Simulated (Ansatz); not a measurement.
Basis-set series for `C[N](C)[Sc]1234([N](C)C)[C@@H]5[C@H]1[C@H]2[C@@]3(F)[C@@H]54`. Total charge 0; spin multiplicity 1. The structure was optimised at the PBE0-D4/def2-TZVP level. It is one conformer, not always the lowest.

```csv
functional,basis,functions,energy (Eh),HOMO (eV),LUMO (eV)
PBE0-D4,def2-SVP,279,-1321.39520,-5.63,-1.10
PBE0-D4,def2-QZVPP,1257,-1322.15596,-5.75,-1.20
ωB97M-V,def2-SVP,279,-1321.90415,-7.89,0.41
ωB97M-V,def2-QZVPP,1257,-1322.68803,-8.01,0.23
```

(1) Give the rows for def2-TZVPP. (An estimate is asked.)

Answers

(1) Computed: 
```json
{"functional": "PBE0-D4", "basis": "def2-TZVPP", "functions": "660", "energy (Eh)": "-1322.11106", "HOMO (eV)": "-5.72", "LUMO (eV)": "-1.18"}
{"functional": "ωB97M-V", "basis": "def2-TZVPP", "functions": "660", "energy (Eh)": "-1322.64570", "HOMO (eV)": "-7.99", "LUMO (eV)": "0.36"}
```

Positive LUMOs are unbound and depend on the basis. Scalar relativity is left out up to krypton.
